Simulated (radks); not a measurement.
The silver ion Ag0.25+, configuration [Kr] 4d9.25 5s1.5 (fractional occupations, a model configuration).

All-electron calculation, scalar-relativistic Kohn-Sham, PBEsol, spin-unpolarised, spherical densities, finite nucleus; Fermi nuclear charge, rms radius 4.5454 fm. Program: a radial shooting solver on a logarithmic mesh with Libxc functionals.

Energy parts (Ry):
total: -10626.46662
kinetic: 11038.49452
electron-nucleus: -25674.79914
Hartree: 4302.44693
exchange-correlation: -292.60893

Orbitals (lengths in bohr, moments of r in powers of bohr):
orbital  occ.  eigenvalue (Ry)      <r>
1s          2        -1861.001  0.03112
2s          2        -274.3613   0.1350
2p          6        -246.1883   0.1177
3s          2        -50.59522   0.3688
3p          6        -41.34221   0.3678
3d         10        -26.73730   0.3459
4s          2         -7.35177   0.9100
4p          6         -4.66463   0.9970
4d       9.25         -0.87178    1.364
5s        1.5         -0.51363    2.910

The highest occupied level is 5s at -6.988 eV. Summed over all electrons, <r^2> = 47.27 bohr^2, which gives a Langevin (diamagnetic) susceptibility term of -37.4 x 10^-6 cm^3/mol. The density falls to 0.001 e/bohr^3 at r = 4.26 bohr.
